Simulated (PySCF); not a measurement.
**Excitation energy of Rh by level of theory**

Rh [Kr] 4d8 5s1 (4F) → Rh [Kr] 4d7 5s2 (4F), as a difference of total energies. All numbers are calculated (PySCF 2.14, a scalar-relativistic core potential, in aug-cc-pVTZ-PP with one added diffuse shell each of s, p, d, f, g type with ECP28MDF (7s7p6d4f3g, 113 functions)). Correlated levels: valence: 4s2 4p6 frozen. The calculations carry no spin-orbit coupling.

```
           method  excitation energy (eV)
              UHF                   1.259
              LDA                   1.746
              PBE                   1.816
             PBE0                   1.786
           r2SCAN                   1.742
           revPBE                   1.879
        BHandHLYP                   1.517
            B97-3                   1.582
    MP2 (valence)                   1.699
SCS-MP2 (valence)                   1.630
```

Task: How much does correlation contribute at MP2 (valence)?

Result: 1.699 − (1.259) = 0.440 eV, measured against UHF.
